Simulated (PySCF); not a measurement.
## TDDFT excited states: C3H11FSSi2

C3H11FSSi2.
Z-matrix (Å and degrees, GFN2-xTB geometry), rows numbered from 1:
```
C 
S   1  1.8161
C   2  1.8402  1  101.13
F   3  1.3956  2  107.30  1   -53.61
Si  3  1.9288  2  111.24  1    64.40
C   3  1.5163  2  107.86  1  -170.62
Si  6  1.9124  3  114.09  2    65.06
H   1  1.0865  2  110.31  3   -77.61
H   1  1.0855  2  108.95  3    44.71
H   1  1.0855  2  106.24  3   163.11
H   5  1.4609  3  108.68  2   -71.87
H   5  1.4605  3  106.44  2   169.41
H   5  1.4594  3  106.41  2    49.13
H   6  1.0928  3  108.19  2  -173.33
H   6  1.0901  3  107.71  2   -57.73
H   7  1.4658  6  105.68  3   175.40
H   7  1.4609  6  108.85  3    57.20
H   7  1.4594  6  110.47  3   -65.43
```

Computed, not measured: TDDFT B3LYP/def2-SVPD, vertical, gas phase, core orbitals frozen in the response in PySCF 2.14.0, density-fitted response routines.

Problem. List the vertical singlet excitations with oscillator strengths and describe the spectrum.

Solution. 

```csv
state,E (eV),E (hartree),f,"main configurations (H = HOMO, L = LUMO)"
S1,5.26,0.1933,0.0087,"H→L (83%), H→L+1 (11%)"
S2,5.65,0.2076,0.0083,"H→L+1 (86%), H→L (12%)"
S3,6.03,0.2217,0.028,H→L+2 (93%)
S4,6.15,0.2260,0.0015,H→L+3 (95%)
S5,6.26,0.2299,0.0019,H→L+4 (92%)
S6,6.54,0.2403,0.016,H→L+5 (80%)
S7,6.76,0.2485,0.0070,"H→L+6 (68%), H-1→L (22%)"
S8,6.86,0.2519,0.044,"H-1→L (60%), H→L+8 (16%), H→L+6 (16%)"
```

Triplets, Tamm–Dancoff:

```csv
state,E (eV),λ (nm),"main configurations (H = HOMO, L = LUMO)"
T1,4.86,255.0,"H→L (76%), H→L+1 (10%)"
T2,5.49,225.8,"H→L+1 (59%), H→L+2 (17%)"
T3,5.64,219.7,"H→L+1 (24%), H→L+4 (20%), H→L+3 (18%)"
```

The lowest singlet lies at 5.26 eV (236 nm, ultraviolet) and is weak; its leading configuration is HOMO→LUMO (83%). The most intense listed level is S8 at 6.86 eV (181 nm, f = 0.044), 1.60 eV above S1. It is the last of those listed, so stronger ones may follow. Löwdin shares by element: HOMO sulfur 64%, carbon 18% or more, silicon 4% or more; LUMO sulfur 28%, silicon 18% or more, carbon 8% or more, hydrogen 6% or more (atoms not listed hold the other 41%). Of the 8 states listed, 3 reach f = 0.01 and none stays under 0.0005. The oscillator strengths of these states sum to 0.116; summed over the whole spectrum of an exact calculation they would give the number of electrons, 82 (Thomas–Reiche–Kuhn). The listed states span 1.60 eV. The window holds the lowest 8 singlets.

Hardware: one thread of an Intel Xeon, shared host. Cost: 63 s wall, 0.92 GiB resident at most.

One conformer stands for the species.
